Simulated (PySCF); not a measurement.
H4AlClO, singlet, B3LYP/def2-SVP optimised geometry.

```
7

Al    -1.02    -0.28     0.00
H     -1.43     1.24     0.00
H     -1.26    -1.24     1.24
Cl    -1.06    -1.26    -1.94
O      1.00    -0.28     0.00
H      1.25    -0.68    -0.86
H      1.43    -0.82     0.69
```

Density from B3LYP/def2-TZVP (PySCF) at that geometry.

Minimum of the electron density along straight lines between bonded atoms, close to the bond critical point (lines longer than 1.1 times the sum of covalent radii, or with two minima, are not listed):

| bond | length / Å | ρ at the minimum / e bohr⁻³ | ∇²ρ there / e bohr⁻⁵ | position (fraction from the first atom) |
|---|---|---|---|---|
| Al1–H2 | 1.580 | 0.084 | 0.21 | 0.50 |
| Al1–H3 | 1.589 | 0.083 | 0.20 | 0.50 |
| Al1–Cl4 | 2.174 | 0.064 | 0.24 | 0.38 |
| Al1–O5 | 2.021 | 0.046 | 0.26 | 0.41 |
| O5–H6 | 0.976 | 0.342 | -2.36 | 0.81 |
| O5–H7 | 0.971 | 0.349 | -2.40 | 0.81 |
